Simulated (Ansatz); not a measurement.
Molecule: diiodo(methyl)borane, CH$_{3}$BI$_{2}$ (charge 0, singlet). SMILES: B(I)(C)I
Geometry: optimised at B3LYP-D3(BJ)/def2-TZVP (Ansatz, a quantum-chemistry and plane-wave program).

Wanted: atomisation energy (electronic, to ground-state atoms), in kJ/mol. Cores are frozen in the correlated levels unless marked. Open shells are spin-unrestricted. No spin-orbit coupling. Frozen are the shells of the preceding noble gas and the d and f shells that filled before the atom's block. In def2 rows, elements after Kr have scalar-relativistic effective core potentials. STO-3G rows are all-electron and non-relativistic. The coupled-cluster limit lacks core correlation, which all-electron functionals hold. CBS marks a two-point X^-3 extrapolation of the correlation energy; Hartree-Fock from the larger set. [CCSD(T)-MP2]/basis is that difference in the basis named.

| level | program | atomisation energy (kJ/mol) | minus last row |
|---|---|---|---|
| HF/def2-TZVPP | Ansatz | 1740.7 | -568.7 |
| revPBE-D4/def2-TZVPD | Ansatz + dftd4 | 2330.4 | 21.0 |
| B3LYP-D3(BJ)/def2-TZVPD | Ansatz + dftd3 | 2322.3 | 12.9 |
| B3LYP/def2-TZVPD | Ansatz | 2283.8 | -25.6 |
| PBE0/STO-3G | Ansatz | 2933.3 | 623.9 |
| PBE0/def2-QZVPP | Ansatz | 2341.7 | 32.3 |
| BHLYP-D4/def2-TZVPD | Ansatz + dftd4 | 2265.2 | -44.2 |
| r2SCANh-D4/def2-TZVPD | Ansatz + dftd4 | 2338.8 | 29.4 |
| r2SCANh/def2-TZVPD | Ansatz | 2333.8 | 24.4 |
| wB97M-V/def2-TZVPD | Ansatz | 2314.2 | 4.8 |
| B2PLYP-D3(BJ)/def2-TZVPD | Ansatz + dftd3 | 2305.7 | -3.7 |
| PBE-QIDH/def2-TZVPD | Ansatz | 2327.6 | 18.2 |
| RPA@PBE/def2-QZVPP | Ansatz | 2150.4 | -159.0 |
| RI-MP2/CBS(def2-TZVPP,def2-QZVPP)+[CCSD(T)-MP2]/def2-TZVPP | Ansatz | 2314.1 | 4.7 |
| CCSD(T)/CBS(def2-TZVPPD,def2-QZVPPD) | Ansatz | 2309.4 | 0.0 |
